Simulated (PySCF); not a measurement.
SMILES C[SiH2]CC[SiH3] (C₃H₁₂Si₂), singlet (GFN2-xTB optimised geometry):

```
17

Si     2.105     0.882     0.000
C      1.506     0.007     1.576
C      0.007     0.123     1.856
Si    -1.113    -0.864     0.675
C     -2.897    -0.774     1.321
H      3.572     0.882     0.000
H      1.628     2.268     0.000
H      1.624     0.193    -1.197
H      2.055     0.426     2.425
H      1.780    -1.050     1.533
H     -0.185    -0.220     2.878
H     -0.277     1.178     1.837
H     -0.674    -2.268     0.644
H     -1.063    -0.310    -0.684
H     -3.250     0.253     1.369
H     -2.986    -1.197     2.318
H     -3.572    -1.322     0.672
```

Calculation: B3LYP/def2-SVP (PySCF 2.14.0).

### Question
What are the frontier orbital energies and the dipole moment?

### Answer
HOMO-2 -8.73 eV, HOMO-1 -8.33 eV, HOMO -7.93 eV, LUMO 0.73 eV, LUMO+1 1.24 eV; dipole moment 1.06 D.

Meta-Löwdin charges at B3LYP/def2-SVP: Si1 0.51, C2 -0.38, C3 -0.39, Si4 0.65, C5 -0.53, H6 -0.11, H7 -0.11, H8 -0.11, H9 0.10, H10 0.10, H11 0.10, H12 0.09, H13 -0.12, H14 -0.12, H15 0.11, H16 0.11, H17 0.11.
